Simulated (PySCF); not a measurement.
Isomers of C6H10N2Si.

All values: PBE0/pcSseg-1 (PySCF) at GFN2-xTB geometries, gas phase, one conformer each.

(1) Rank by LUMO energy, lowest first.
A. `[CH:1]#[C:2][CH2:3][C@@H:4]([CH2:5][C:6]#[N:7])[NH:8][SiH3:9]` with C2–C3–C4–C5 -64°, C3–C4–C5–C6 -65°, C3–C4–N8–Si9 89°
B. `[CH3:1][NH:2][SiH2:3][c:4]1[cH:5][cH:6][cH:7][cH:8][n:9]1` with C1–N2–Si3–C4 174°, N2–Si3–C4–C5 -27°
C. `[CH2:1]=[N:2][CH2:3][SiH2:4][n:5]1[cH:6][cH:7][cH:8][cH:9]1` with C1–N2–C3–Si4 109°, N2–C3–Si4–N5 61°, C3–Si4–N5–C6 95°

(2) Rank by HOMO energy, lowest first.
A. `[CH2:1]=[N:2][CH2:3][SiH2:4][n:5]1[cH:6][cH:7][cH:8][cH:9]1` with C1–N2–C3–Si4 109°, N2–C3–Si4–N5 61°, C3–Si4–N5–C6 95°
B. `[CH:1]#[C:2][CH2:3][C@@H:4]([CH2:5][C:6]#[N:7])[NH:8][SiH3:9]` with C2–C3–C4–C5 -64°, C3–C4–C5–C6 -65°, C3–C4–N8–Si9 89°
C. `[CH3:1][NH:2][SiH2:3][c:4]1[cH:5][cH:6][cH:7][cH:8][n:9]1` with C1–N2–Si3–C4 174°, N2–Si3–C4–C5 -27°
D. `[NH2:1][SiH2:2][NH:3][c:4]1[cH:5][cH:6][cH:7][cH:8][cH:9]1` with H–N1–Si2–N3 -55° and 171°, N1–Si2–N3–C4 -176°, Si2–N3–C4–C5 -2°

Answers

(1) B (-0.90 eV), C (-0.50 eV), A (0.14 eV).

(2) B (-7.32 eV), C (-6.72 eV), A (-6.07 eV), D (-5.87 eV).

All values together:

| SMILES | μ (D) | HOMO (eV) | LUMO (eV) | lowest IAO charge (e) | highest IAO charge (e) | lowest Hirshfeld charge (e) | highest Hirshfeld charge (e) |
| --- | --- | --- | --- | --- | --- | --- | --- |
| C=NC[SiH2]n1cccc1 | 2.91 | -6.07 | -0.50 | -0.438 (C) | +0.909 (Si) | -0.137 (N) | +0.404 (Si) |
| N[SiH2]Nc1ccccc1 | 2.30 | -5.87 | 0.02 | -0.843 (N) | +1.024 (Si) | -0.320 (N) | +0.404 (Si) |
| CN[SiH2]c1ccccn1 | 2.45 | -6.72 | -0.90 | -0.683 (N) | +0.899 (Si) | -0.245 (N) | +0.354 (Si) |
| C#CC[C@@H](CC#N)N[SiH3] | 3.72 | -7.32 | 0.14 | -0.676 (N) | +0.747 (Si) | -0.238 (N) | +0.351 (Si) |

Conformers: `[CH2:1]=[N:2][CH2:3][SiH2:4][n:5]1[cH:6][cH:7][cH:8][cH:9]1` with C1–N2–C3–Si4 109°, N2–C3–Si4–N5 61°, C3–Si4–N5–C6 95°; `[NH2:1][SiH2:2][NH:3][c:4]1[cH:5][cH:6][cH:7][cH:8][cH:9]1` with H–N1–Si2–N3 -55° and 171°, N1–Si2–N3–C4 -176°, Si2–N3–C4–C5 -2°; `[CH3:1][NH:2][SiH2:3][c:4]1[cH:5][cH:6][cH:7][cH:8][n:9]1` with C1–N2–Si3–C4 174°, N2–Si3–C4–C5 -27°; `[CH:1]#[C:2][CH2:3][C@@H:4]([CH2:5][C:6]#[N:7])[NH:8][SiH3:9]` with C2–C3–C4–C5 -64°, C3–C4–C5–C6 -65°, C3–C4–N8–Si9 89°.
